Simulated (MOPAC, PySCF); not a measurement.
H2ClGa, SMILES `[Cl][GaH2]`, neutral singlet in the gas phase. 

Z-matrix (Å, degrees):
```
Ga
H 1 1.5566
H 1 1.5566 2 129.95
Cl 1 2.1657 2 115.03 3 179.99
```
Charge 0, spin multiplicity 1.

All levels are single points at this geometry (B3LYP-D3(BJ)/def2-TZVP); Pople sets use spherical d functions. Orbital energies aren't observables, and empty levels follow the basis.

HF/STO-3G in PySCF gives dipole (D) = 2.68.

### Question
Estimate the dipole (D) from each of these levels: TPSSh-D3(BJ)/def2-TZVP in PySCF; BP86/6-31G* in PySCF; M06-2X/6-31G* in PySCF; PBE/6-31G* in PySCF; SVWN5/6-31G* in PySCF; HF/3-21G in PySCF; AM1 in MOPAC; PM6 in MOPAC.

### Answer

```tsv
level	dipole (D)
TPSSh-D3(BJ)/def2-TZVP in PySCF	1.99
BP86/6-31G* in PySCF	2.02
M06-2X/6-31G* in PySCF	2.31
PBE/6-31G* in PySCF	2.02
SVWN5/6-31G* in PySCF	2.02
HF/3-21G in PySCF	3.35
AM1 in MOPAC	2.48
PM6 in MOPAC	2.10
```
